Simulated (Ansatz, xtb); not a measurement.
# Relative energy of two isomers of FHN2Si2

Structure X: `N=[Si]=N[Si]F`, a singlet. Structure Y: `[H]/N=[Si](/F)N=[Si]`, a singlet. Both are isolated molecules in the gas phase, relaxed with B3LYP-D3(BJ)/6-311G**; the shapes shown needn't be the lowest conformers.

X (Å):

```yaml
atoms:
  - { symbol: F, position_ang: [-1.3828, 1.0656, 2.1726] }
  - { symbol: N, position_ang: [-1.5899, -2.1937, -1.4336] }
  - { symbol: N, position_ang: [0.0292, -0.5826, 0.7082] }
  - { symbol: Si, position_ang: [-0.7234, -1.4264, -0.3941] }
  - { symbol: Si, position_ang: [0.1677, 0.5487, 1.9794] }
  - { symbol: H, position_ang: [-1.4772, -2.8769, -2.1617] }
```

Y (Å):

```
atom    x (Å)    y (Å)    z (Å)
   F   0.0192  -0.2120  -0.4903
   N  -1.8675   1.4603   0.5329
   N  -1.7993  -1.5467   0.8930
  Si  -1.3207  -0.0222   0.3709
  Si  -2.2735  -2.9644   1.3979
   H  -2.7082   1.6481   1.0642
```

**Question.** Estimate which is lower in electronic energy at CCSD(T)/def2-SVP + ΔMP2/def2-TZVPP, and by roughly how much.

**Answer.** The CCSD(T)/def2-SVP + ΔMP2/def2-TZVPP calculation puts structure Y lower, by 127.3 kJ/mol.

How the difference moves with the method:

| level | geometry | E(Y) − E(X) (kJ/mol) | departure from the last row (kJ/mol) | job, with rough time for the two |
| --- | --- | --- | --- | --- |
| GFN2-xTB | GFN2-xTB | −37.1 | +90.2 | optimisation, 0.28 s |
| HF/STO-3G | GFN2-xTB | −178.1 | −50.7 | single point, 0.28 s |
| r2SCAN-D4/def2-SVP | GFN2-xTB | −115.6 | +11.7 | single point, 3.1 s |
| B3LYP-D3(BJ)/6-311G** | B3LYP-D3(BJ)/6-311G** | −116.2 | +11.1 | optimisation, 42 s |
| HF/def2-SVP | B3LYP-D3(BJ)/6-311G** | −129.8 | −2.5 | part of the CCSD(T) run |
| MP2/def2-SVP | B3LYP-D3(BJ)/6-311G** | −125.2 | +2.1 | part of the CCSD(T) run |
| CCSD(T)/def2-SVP | B3LYP-D3(BJ)/6-311G** | −127.2 | +0.1 | single point |
| CCSD(T)/def2-SVP + ΔMP2/def2-TZVPP | B3LYP-D3(BJ)/6-311G** | −127.3 |  | single point, 14 s |

As drawn, both hold the same kinds of bond in the same numbers.

None of the levels shown reverses the order. The largest departure from CCSD(T)/def2-SVP + ΔMP2/def2-TZVPP is that of GFN2-xTB, 90.2 kJ/mol. The last row adds to CCSD(T) the change of the MP2 difference between the two basis sets, here −0.1 kJ/mol.

With harmonic frequencies from B3LYP-D3(BJ)/6-311G** (ideal gas, rigid rotor, one conformer each, 298.15 K, 1 atm): on the last row, ΔE + ΔZPE = −121.8 kJ/mol. A mode under 50 cm⁻¹ makes harmonic enthalpies and free energies unreliable, so none is given.

The T1 diagnostic of structures X and Y is large, so the coupled-cluster value is less sure. The correlated steps freeze 13 core orbitals. Programs: Ansatz 0.2.0, xtb 6.7.1; the last row on 2 threads of Arm Neoverse V2 on a shared host.
